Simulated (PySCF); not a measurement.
C₂H₇FSi₂, SMILES F/C=C\[SiH2][SiH3]. The structure is a stationary point at B3LYP-D3(BJ)/def2-SVP. The structure was generated by enumeration; whether it is a known compound was not checked. One conformer was computed; it need not be the lowest.

Q: Give the equilibrium geometry at B3LYP-D3(BJ)/def2-SVP (PySCF confirms it by a frequency run) as Cartesian coordinates in Å. (An estimate is asked for; the answer gives what the named calculation found.)

A: Several could match; the one computed here: 
```xyz
12

F     -1.8281     1.1755    -0.1952
C     -1.8106     0.4392     0.9278
C     -0.9863    -0.5971     1.0720
Si     0.2420    -1.1283    -0.2489
Si     1.8783     0.5383    -0.5254
H     -2.5378     0.8049     1.6605
H     -1.0421    -1.1267     2.0280
H      0.8797    -2.4034     0.1929
H     -0.4495    -1.3734    -1.5487
H      2.5940     0.7629     0.7665
H      2.8798     0.1478    -1.5629
H      1.2266     1.8155    -0.9383
```
